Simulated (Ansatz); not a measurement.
Geometry optimisation of C3H6OSi, SMILES `C[Si]1(O)C=C1`.

```yaml
crystal:
  periodic: [false, false, false]
  atoms:
    - {symbol: C, position_ang: [-1.460852, 0.856138, 0.398414]}
    - {symbol: Si, position_ang: [0.151403, -0.077607, 0.278410]}
    - {symbol: O, position_ang: [0.654228, -0.302467, 1.869313]}
    - {symbol: C, position_ang: [1.297348, -0.007734, -1.136705]}
    - {symbol: C, position_ang: [0.617789, -1.189184, -1.088021]}
    - {symbol: H, position_ang: [-1.311016, 1.827092, 0.911831]}
    - {symbol: H, position_ang: [-2.202723, 0.277310, 0.984443]}
    - {symbol: H, position_ang: [-1.870456, 1.044607, -0.612400]}
    - {symbol: H, position_ang: [1.495014, -0.785637, 1.951602]}
    - {symbol: H, position_ang: [2.065100, 0.398179, -1.819605]}
    - {symbol: H, position_ang: [0.629564, -2.097599, -1.716682]}
basis:
  gaussian: {orbitals: def2-TZVP}
hamiltonian: {xc: pbe0, dispersion: d4}
relax: {f_tol: 0.005, max_steps: 150}
```

```sh
$ ansatz run in.yaml --threads 4 --pin off --events-out ev --progress --plain --max-ram 10444MiB
```

It prints (some lines left out):

```
Functional definition: PBE0
mean field -13126.18091451 eV, -482.3782513632 hartree, gradient 2.3e-5 eV, S^2 0.000000; 0 other end points of the search recorded, 0 dependent functions left out
relax step   1: F+E_penalty+E_count = -13126.37227778 eV  Δ(F+E_penalty+E_count) = +0.000e0 eV  max|allowed force component| = 9.720e-1 eV/Å  Δτ_max = 0.0000 Å  (29 SCF iters, accepted)
mean field -13126.24349815 eV, -482.3805512697 hartree, gradient 9.4e-6 eV, S^2 0.000000; 0 other end points of the search recorded, 0 dependent functions left out
relax step   2: F+E_penalty+E_count = -13126.43589170 eV  Δ(F+E_penalty+E_count) = -6.361e-2 eV  max|allowed force component| = 6.225e-1 eV/Å  Δτ_max = 0.0279 Å  (33 SCF iters, accepted)
mean field -13126.25719810 eV, -482.3810547335 hartree, gradient 9.2e-6 eV, S^2 0.000000; 0 other end points of the search recorded, 0 dependent functions left out
relax step   3: F+E_penalty+E_count = -13126.45054364 eV  Δ(F+E_penalty+E_count) = -1.465e-2 eV  max|allowed force component| = 9.616e-2 eV/Å  Δτ_max = 0.0234 Å  (33 SCF iters, accepted)
mean field -13126.25770692 eV, -482.3810734322 hartree, gradient 9.8e-6 eV, S^2 0.000000; 0 other end points of the search recorded, 0 dependent functions left out
relax step   4: F+E_penalty+E_count = -13126.45103701 eV  Δ(F+E_penalty+E_count) = -4.934e-4 eV  max|allowed force component| = 5.728e-2 eV/Å  Δτ_max = 0.0042 Å  (34 SCF iters, accepted)
mean field -13126.25823092 eV, -482.3810926888 hartree, gradient 9.7e-6 eV, S^2 0.000000; 0 other end points of the search recorded, 0 dependent functions left out
relax step   5: F+E_penalty+E_count = -13126.45152839 eV  Δ(F+E_penalty+E_count) = -4.914e-4 eV  max|allowed force component| = 4.167e-2 eV/Å  Δτ_max = 0.0304 Å  (33 SCF iters, accepted)
mean field -13126.25834507 eV, -482.3810968838 hartree, gradient 9.8e-6 eV, S^2 0.000000; 0 other end points of the search recorded, 0 dependent functions left out
relax step   6: F+E_penalty+E_count = -13126.45167263 eV  Δ(F+E_penalty+E_count) = -1.442e-4 eV  max|allowed force component| = 1.279e-2 eV/Å  Δτ_max = 0.0085 Å  (34 SCF iters, accepted)
mean field -13126.25839600 eV, -482.3810987556 hartree, gradient 9.8e-6 eV, S^2 0.000000; 0 other end points of the search recorded, 0 dependent functions left out
relax step   7: F+E_penalty+E_count = -13126.45170975 eV  Δ(F+E_penalty+E_count) = -3.712e-5 eV  max|allowed force component| = 5.278e-3 eV/Å  Δτ_max = 0.0017 Å  (35 SCF iters, accepted)
mean field -13126.25840248 eV, -482.3810989937 hartree, gradient 9.8e-6 eV, S^2 0.000000; 0 other end points of the search recorded, 0 dependent functions left out
relax step   8: F+E_penalty+E_count = -13126.45171951 eV  Δ(F+E_penalty+E_count) = -9.756e-6 eV  max|allowed force component| = 1.265e-3 eV/Å  Δτ_max = 0.0009 Å  (34 SCF iters, accepted)
mean field -13126.25840248 eV, -482.3810989937 hartree, gradient 9.8e-6 eV, S^2 0.000000; 1 other end points of the search recorded, 0 dependent functions left out
Total energy: -13126.45175159 eV, -482.3882044424 hartree
Atom 0 at    -1.446273     0.847382     0.396031 Å, force     0.000354    -0.000202     0.001123 eV/Å
Atom 1 at     0.150381    -0.077353     0.267671 Å, force    -0.001265     0.000858    -0.000870 eV/Å
Atom 2 at     0.646766    -0.298836     1.820469 Å, force     0.000586    -0.000375     0.000185 eV/Å
Atom 3 at     1.281751    -0.007669    -1.121548 Å, force    -0.000348     0.000844    -0.000074 eV/Å
Atom 4 at     0.609118    -1.175746    -1.073175 Å, force    -0.000479    -0.000321     0.000073 eV/Å
Atom 5 at    -1.295537     1.800433     0.908137 Å, force    -0.000112    -0.000035    -0.000271 eV/Å
Atom 6 at    -2.175248     0.272654     0.971847 Å, force    -0.000069     0.000116    -0.000318 eV/Å
Atom 7 at    -1.855207     1.041484    -0.596147 Å, force     0.000767    -0.000446    -0.000088 eV/Å
Atom 8 at     1.473531    -0.770042     1.937129 Å, force    -0.000065     0.000039     0.000083 eV/Å
Atom 9 at     2.041095     0.376334    -1.795484 Å, force     0.000369    -0.000301     0.000125 eV/Å
Atom 10 at     0.635022    -2.065544    -1.694332 Å, force     0.000261    -0.000179     0.000031 eV/Å
Dipole moment:     0.103906    -0.063751    -0.094814 e Å
```

Run time 28 s (4 threads of an Arm Neoverse V2 on a shared host); peak host memory 0.46 GiB.
